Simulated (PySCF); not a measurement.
F₅Ta, multiplicity 1. Atoms are numbered in the order given.

```xyz
6

Ta     0.0000     0.0000     0.0000
F      0.0000     0.0000     1.8872
F      0.0000     0.0000    -1.8872
F     -1.8591     0.0000     0.0000
F      0.9296     1.6101     0.0000
F      0.9296    -1.6101     0.0000
```
Charge 0, spin multiplicity 1.

Geometry optimised at r2SCAN-D4/def2-SVP. The spin state was assumed, not searched. The isomer is the one that the SMILES or the coordinates give; other isomers of the formula were not compared. The def2 effective core potentials stand for the cores of Ta; spin–orbit coupling is left out.

These are PySCF with r2SCAN-D4/def2-SVP values and carry that method's errors.

Frequencies are harmonic and unscaled.

Modes within 1.5 cm⁻¹ of each other (mostly degenerate sets) share a row, with their intensities summed.

| mode | ν (cm⁻¹) | IR (km/mol) | moving atoms (share of kinetic energy) |
|---|---|---|---|
| 1–2 | 99 | 8.5 | F 99 % |
| 3–4 | 196 | 51.0 | F 81 %, Ta 19 % |
| 5 | 239 | 26.4 | F 83 %, Ta 17 % |
| 6–7 | 279 | 0.0 | F 100 % |
| 8 | 671 | 0.0 | F 100 % |
| 9 | 690 | 257.4 | F 82 %, Ta 18 % |
| 10–11 | 725 | 300.3 | F 85 %, Ta 15 % |
| 12 | 735 | 0.0 | F 100 % |
